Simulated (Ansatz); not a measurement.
Input for Ansatz (an electronic-structure program): U-CCSD(T)/cc-pV(D+d)Z on C2H5Al (SMILES C=[CH][AlH2]), a point of a bond scan (R = 1.307 Å). Files ending in .json are basis or fitting sets from the Basis Set Exchange.

Ansatz 0.2 input:
```yaml
crystal:
  periodic: [false, false, false]
  atoms:
    - {symbol: Al, position_ang: [-0.13640480, 0.16293037, 1.16257739]}
    - {symbol: H, position_ang: [-0.81514489, 1.59101670, 1.21761631]}
    - {symbol: H, position_ang: [0.17826312, -0.64444815, 2.48571591]}
    - {symbol: C, position_ang: [0.29151772, -0.55237827, -0.58963342]}
    - {symbol: C, position_ang: [0.01802875, 0.14494252, -1.69877918]}
    - {symbol: H, position_ang: [0.85303468, -1.72057412, -0.75814403]}
    - {symbol: H, position_ang: [0.24169125, -0.21989595, -2.69843926]}
    - {symbol: H, position_ang: [-0.44827436, 1.12572183, -1.65786457]}
basis:
  gaussian:
    orbitals: cc-pV_D+d_Z.json
correlation: {method: ccsd_t, electrons: outside_noble_gas}
scf: {omitted_lower_state_checks: [cluster_reference]}
magnetization: {spin_polarized: true, initial_magnetization: 0}
```

**Question.** Predict the final total energy.

**Answer.** -320.9060 hartree (reference determinant -320.5126, T1 diagnostic 0.011).

**Question.** How many basis functions does it have, and what does it roughly cost on one machine?

**Answer.** 76 functions; roughly 5 core-seconds.
